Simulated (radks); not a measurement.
Results of a calculation; reference values are marked as such.
How relativity changes the ionisation of neutral rhodium ([Kr] 4d8 5s1) to Rh+ ([Kr] 4d8). Spin-unpolarised spherical Kohn-Sham, PBE, point nucleus unless stated (finite: rms radius 4.4945 fm), a radial shooting solver on a logarithmic mesh with Libxc functionals. A level marked "c x" has the speed of light scaled by that factor and shares open shells by 2j + 1; other Dirac levels either fill j = l - 1/2 first or share by 2j + 1.

\begin{tabular}{lrrrrr}
level & E(Rh) (hartree) & E(Rh+) (hartree) & IE (eV) & HOMO & <r> HOMO (bohr) \\ \hline
non-rel. & -4687.60565 & -4687.34963 & 6.967 & 5s & 3.463 \\
scalar-rel. & -4784.11585 & -4783.84167 & 7.461 & 5s & 3.306 \\
scalar-rel., finite nucleus & -4784.03087 & -4783.75670 & 7.460 & 5s & 3.306 \\
Dirac, 2j+1 shares & -4785.02626 & -4784.75203 & 7.462 & 5s1/2 & 3.307 \\
Dirac, low j first & -4785.03777 & -4784.76383 & 7.454 & 5s1/2 & 3.309 \\
Dirac, 2j+1 shares, finite nucleus & -4784.94109 & -4784.66687 & 7.462 & 5s1/2 & 3.307 \\
Dirac, c x 0.85 & -4825.41723 & -4825.13500 & 7.680 & 5s1/2 & 3.245 \\
Dirac, c x 1.25 & -4748.73505 & -4748.46779 & 7.273 & 5s1/2 & 3.364 \\
Dirac, c x 10 & -4688.52969 & -4688.27350 & 6.971 & 5s1/2 & 3.462 \\
\end{tabular}

NIST Atomic Spectra Database: 7.459 eV (measured). The relativistic part of the total energy of Rh is -97.34 hartree (Dirac, 2j+1 shares, finite nucleus), 2.1 % of the non-relativistic value. Spin polarisation and multiplet splitting of open shells are left out at every level.

Beside tabulated values, note that relativity, absent from the non-relativistic runs, is large for the heavy elements, and spin-unpolarised runs miss the spin-polarisation part of the exchange energy of open shells.
